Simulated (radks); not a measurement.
Isoelectronic series with 11 electrons, all held in the configuration [Ne] 3s1, which need not be the ground one along the series. Calculated with a radial shooting solver on a logarithmic mesh with Libxc functionals: Dirac Kohn-Sham, LDA (Slater exchange, Perdew-Wang correlation), spin-unpolarised, spherical densities, point nucleus. Total energies (hartree) and orbital eigenvalues (hartree):

ion	E (hartree)	3s1/2	2p3/2	2p1/2	2s1/2
Mg+	-199.15989	-0.42339	-2.04777	-2.05840	-3.24880
Al2+	-240.83976	-0.87936	-3.31562	-3.33193	-4.70931
Si3+	-286.68796	-1.45851	-4.84581	-4.86982	-6.43622
P4+	-336.70508	-2.15616	-6.63317	-6.66733	-8.42425
S5+	-390.89513	-2.97011	-8.67521	-8.72243	-10.67111
Cl6+	-449.26410	-3.89922	-10.97054	-11.03425	-13.17576
Ar7+	-511.81939	-4.94288	-13.51834	-13.60252	-15.93782
K8+	-578.56948	-6.10076	-16.31805	-16.42731	-18.95733
Ca9+	-649.52378	-7.37275	-19.36935	-19.50893	-22.23456
Sc10+	-724.69257	-8.75884	-22.67202	-22.84784	-25.76999
Ti11+	-804.08694	-10.25912	-26.22592	-26.44467	-29.56425
V12+	-887.71870	-11.87375	-30.03100	-30.30013	-33.61807
Cr13+	-975.60048	-13.60294	-34.08723	-34.41504	-37.93229
